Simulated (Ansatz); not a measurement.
Start from `C=NBC[SiH3]` and change one atom or group to get `C#CBN=C`.

Ansatz, PBE0-D4/def2-TZVP geometries, multiplicity 1. Each molecule was computed in one conformer, which needn't be the lowest.

```
                                          property  `C=NBC[SiH3]`
               HOMO energy (B3LYP/def2-TZVPP) / eV          -7.32
size of the dipole moment (ωB97M-V/def2-TZVPP) / D           2.18
               HOMO–LUMO gap (PBE/def2-TZVPP) / eV           4.29
                 LUMO energy (PBE/def2-TZVPP) / eV          -1.98
    zero-point energy (PBE0-D4/def2-TZVP) / kJ/mol          251.7
  size of the dipole moment (B3LYP/def2-TZVPP) / D           2.06
```

Problem. What does the change do to each property? (Best estimate.)

Solution. Ansatz gave: 
| property | `C#CBN=C` | shift |
| --- | --- | --- |
| HOMO energy (B3LYP/def2-TZVPP) / eV | -7.28 | 0.04 |
| size of the dipole moment (ωB97M-V/def2-TZVPP) / D | 2.24 | 0.06 |
| HOMO–LUMO gap (PBE/def2-TZVPP) / eV | 4.10 | -0.19 |
| LUMO energy (PBE/def2-TZVPP) / eV | -2.21 | -0.23 |
| zero-point energy (PBE0-D4/def2-TZVP) / kJ/mol | 164.8 | -86.9 |
| size of the dipole moment (B3LYP/def2-TZVPP) / D | 2.18 | 0.12 |

The zero-point energy changes by -86.9 kJ/mol with -12 modes. Dipoles are sizes alone; their direction can turn.

B3LYP here is the variant with VWN-RPA as its local correlation; programs differ in this.
